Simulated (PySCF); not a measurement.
## Ionisation energy of Cl⁺ by level of theory

Cl⁺ [Ne] 3s2 3p4 (3P) → Cl²⁺ [Ne] 3s2 3p3 (4S), as a difference of total energies. All numbers are calculated (PySCF 2.14, the non-relativistic Hamiltonian (point nucleus), in dyall-acv3z (19s12p6d4f, 113 functions)). Correlated levels: valence: [Ne] frozen; virtual orbitals above 40 to 60 times the deepest correlated orbital energy dropped. The calculations carry no spin-orbit coupling.

**Question.** Order these methods by the ionisation energy they give, lowest first.
A. CCSD(T) (valence)
B. MP2 (valence)
C. CCSD (valence)
D. UHF

**Answer.** D (22.594 eV), B (23.398 eV), C (23.509 eV), A (23.542 eV).

Errors of the correlated levels include the incompleteness of this basis and the frozen core.

For comparison: 23.771 eV (measured; NIST levels, between the centres of gravity of the two terms).
